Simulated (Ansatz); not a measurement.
Mulliken charges of Cl₂FHO₂W, SMILES `[O]=[W]([OH])([F])([Cl])[Cl]` from ωB97M-V/def2-TZVPP in Ansatz (PBE0-D4/def2-TZVP geometry).

| atom | x (Å) | y (Å) | z (Å) | charge (e) |
| --- | --- | --- | --- | --- |
| O1 | -1.556 | -0.639 | 0.769 | -0.279 |
| W2 | -0.321 | -0.022 | -0.178 | 1.093 |
| O3 | 1.303 | -0.783 | 0.369 | -0.352 |
| F4 | -0.200 | -1.213 | -1.593 | -0.266 |
| Cl5 | -1.272 | 1.441 | -1.657 | -0.178 |
| Cl6 | 0.283 | 1.805 | 1.101 | -0.228 |
| H7 | 1.764 | -0.590 | 1.189 | 0.210 |

Q: By hand: the dipole of these point charges (1 e Å = 4.8032 D).

A: Σ q r = (0.210, -0.039, 0.178) e Å, of length 0.278 e Å = 1.34 D.

Q: How does the dipole of the full density compare? (An estimate is asked.)

A: The calculation gave: (0.346, -0.004, 0.225) e Å, 1.98 D; the point charges give 0.68 times that, at 10° from its direction.

Point charges leave out the atoms' own dipoles, such as those of lone pairs, and Mulliken's split depends on the basis, so the two needn't agree.
